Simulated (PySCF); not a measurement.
Vertical excitation energies

C4H6F4Si.
Bonds: F1–C2, C2–Si3, Si3–C4, C4–F5, C4–F6, C4–F7, Si3–C8, C8–C9, Si3–C9. Hydrogens: H10, H11 on C2; H12, H13 on C8; H14, H15 on C9.

Computed, not measured: TDDFT wB97X-D/def2-SVPD, vertical, gas phase, core orbitals frozen in the response (PySCF 2.14.0, density-fitted response routines). One conformer (not necessarily the lowest) at the GFN2-xTB geometry, without solvent, vibrations or thermal averaging. Torsions of this conformer, `[F:1][CH2:2][Si:3]1([C:4]([F:5])([F:6])[F:7])[CH2:8][CH2:9]1`: F1–C2–Si3–C4 180°, C2–Si3–C4–F5 60°.

**Question.** Predict the UV-vis stick spectrum at this level.

**Answer.** 

```
state  E (eV)  λ (nm)       f  symmetry  main configurations (H = HOMO, L = LUMO)
   S1    6.43   192.8  0.0006         –                                 H→L (83%)
   S2    6.99   177.5   0.195        A′                               H→L+1 (88%)
   S3    7.26   170.7   0.015        A″                  H→L+2 (65%), H→L+5 (10%)
   S4    7.28   170.3  0.0019         –                  H→L+3 (51%), H→L+4 (26%)
   S5    7.87   157.5   0.143        A′                  H-1→L (49%), H-2→L (17%)
   S6    8.01   154.9  0.0088        A″                             H-1→L+1 (87%)
   S7    8.16   151.9   0.014        A″     H→L+4 (46%), H→L+3 (30%), H→L+5 (11%)
   S8    8.27   150.0  0.0029        A′                  H→L+6 (50%), H-2→L (27%)
```

Triplets, Tamm–Dancoff:

| state | E (eV) | λ (nm) | main configurations (H = HOMO, L = LUMO) |
| --- | --- | --- | --- |
| T1 | 5.49 | 226.0 | H→L+1 (89%) |
| T2 | 5.96 | 208.1 | H→L (74%) |
| T3 | 6.67 | 185.8 | H→L+4 (30%), H→L+3 (24%), H→L+2 (14%) |

The lowest singlet comes at 193 nm (620 kJ/mol) in the vacuum ultraviolet; it is very weak; its leading configuration is HOMO→LUMO (83%). The most intense listed level is S2 at 6.99 eV (177 nm, f = 0.195), 0.56 eV above S1. Löwdin shares by element: HOMO carbon 51% or more, silicon 28% (atoms not listed hold the other 21%); LUMO carbon 32% or more, silicon 24%, fluorine 10% or more (atoms not listed hold the other 34%). The oscillator strengths of these states sum to 0.381; summed over the whole spectrum of an exact calculation they would give the number of electrons, 80 (Thomas–Reiche–Kuhn). The listed states span 1.84 eV, and the widest gap between neighbours is 0.59 eV (S4 to S5). Orbital energies (eV): HOMO-3 -12.52, HOMO-2 -11.23, HOMO-1 -10.78, HOMO -9.31, LUMO 1.67, LUMO+1 1.86, LUMO+2 2.19. Symmetry labels in Cs follow from the direction of the transition dipole and are given only for states with f of 0.002 or more. Only the lowest 8 singlets were computed, as vertical energies without vibronic structure.
